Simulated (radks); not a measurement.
Neutral bromine inside a hard spherical wall (all orbitals vanish at R), configuration held at [Ar] 3d10 4s2 4p5 and not refilled when levels cross. Calculated with a radial shooting solver on a logarithmic mesh with Libxc functionals: non-relativistic Kohn-Sham, PBE, spin-polarised, spherical densities, point nucleus; open shells are filled with parallel spins first. Eigenvalues in eV for spin up, with the zero of energy where the potential of the charges vanishes at infinity; a dash marks a level that is unbound or too diffuse for the functional's potential to be trusted. A positive occupied level is held by the wall or, in an anion where self-interaction has pushed it up, behind a barrier. The pressure on the wall is -dE/dV.

R (bohr) = free: E (hartree) -2573.78331; kinetic (hartree) 2572.270; e(3p) -171.68; e(3d) -68.373; e(4s) -19.781; e(4p) -8.239; e(5s, empty) -; e(5p, empty) -; pressure (GPa) 0
R (bohr) = 12: E (hartree) -2573.78331; kinetic (hartree) 2572.270; e(3p) -171.68; e(3d) -68.373; e(4s) -19.781; e(4p) -8.239; e(5s, empty) -0.301; e(5p, empty) 1.069; pressure (GPa) < 0.0001
R (bohr) = 10: E (hartree) -2573.78329; kinetic (hartree) 2572.270; e(3p) -171.68; e(3d) -68.370; e(4s) -19.779; e(4p) -8.236; e(5s, empty) -0.027; e(5p, empty) 1.702; pressure (GPa) 0.000913
R (bohr) = 7: E (hartree) -2573.78086; kinetic (hartree) 2572.293; e(3p) -171.53; e(3d) -68.222; e(4s) -19.659; e(4p) -8.120; e(5s, empty) 1.871; e(5p, empty) 5.000; pressure (GPa) 0.178
R (bohr) = 4: E (hartree) -2573.52399; kinetic (hartree) 2573.704; e(3p) -166.52; e(3d) -63.252; e(4s) -15.991; e(4p) -4.012; e(5s, empty) 21.458; e(5p, empty) 30.200; pressure (GPa) 62.5
R (bohr) = 3.5: E (hartree) -2573.18287; kinetic (hartree) 2575.243; e(3p) -162.58; e(3d) -59.355; e(4s) -12.965; e(4p) -0.410; e(5s, empty) 35.148; e(5p, empty) 45.901; pressure (GPa) 197
R (bohr) = 3: E (hartree) -2572.33978; kinetic (hartree) 2578.582; e(3p) -155.74; e(3d) -52.617; e(4s) -7.046; e(4p) 6.689; e(5s, empty) 60.330; e(5p, empty) 73.622; pressure (GPa) 676
R (bohr) = 2.5: E (hartree) -2570.11877; kinetic (hartree) 2586.292; e(3p) -143.88; e(3d) -40.967; e(4s) 5.679; e(4p) 21.734; e(5s, empty) 110.10; e(5p, empty) 126.48; pressure (GPa) 2660
R (bohr) = 2: E (hartree) -2563.56176; kinetic (hartree) 2606.774; e(3p) -122.01; e(3d) -19.272; e(4s) 37.722; e(4p) 58.182; e(5s, empty) 220.02; e(5p, empty) 239.29; pressure (GPa) 13100
